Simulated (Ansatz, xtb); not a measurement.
Ranking isomers of FGeH3Se3

5 gas-phase structures of FGeH3Se3, from a drawn sample of its isomers (lower ones may exist). Each was relaxed with GFN2-xTB; where two conformers were screened, the lower at r2SCAN-D4/def2-SVP is listed:

A. `[F][Ge]([SeH])([SeH])[SeH]`, a singlet
B. `[F][GeH2][Se][Se][SeH]`, a singlet
C. `F[Se][Se][GeH2][SeH]`, a singlet
D. `[F][Ge@H]([SeH])[Se][SeH]`, a singlet
E. `F[Se][Se][Se][GeH3]`, a singlet

Which do you expect lowest at r2SCAN-D4/def2-SVP, and how would the others follow?

Calculated order at r2SCAN-D4/def2-SVP: A (0.0), D (51.2), B (88.2), C (206.8), E (244.4) kJ/mol.

Energies above the lowest of each column, in kJ/mol; the last columns are at PBE0-D4/def2-SVP geometries and were run for some of them only (a dash: not run or not comparable):

| structure | GFN2-xTB | HF/STO-3G | r2SCAN-D4/def2-SVP | PBE0-D4/def2-SVP | CCSD(T)/def2-SVP + ΔMP2/def2-TZVPP |
| --- | --- | --- | --- | --- | --- |
| A | 0.0 | 0.0 | 0.0 | 0.0 | 0.0 |
| D | 15.2 | 31.8 | 51.2 | 58.5 | 61.5 |
| B | 24.2 | 41.8 | 88.2 | – | – |
| C | 122.3 | 126.5 | 206.8 | – | – |
| E | 119.4 | 161.8 | 244.4 | – | – |

Every level run on A puts it lowest or level with the lowest. Flexible structures stand in one conformer each, not always the lowest. Frequencies (GFN2-xTB) were run for A, D alone. ΔMP2 is the change of the MP2 energy from the smaller to the larger basis.

Over these structures GFN2-xTB departs from r2SCAN-D4/def2-SVP by 35.1 kJ/mol on average once a common shift is removed. A GFN2-xTB relaxation took about 0.19 s and the r2SCAN-D4/def2-SVP energy about 4.8 s on a shared host (Ansatz 0.2.0, xtb 6.7.1).
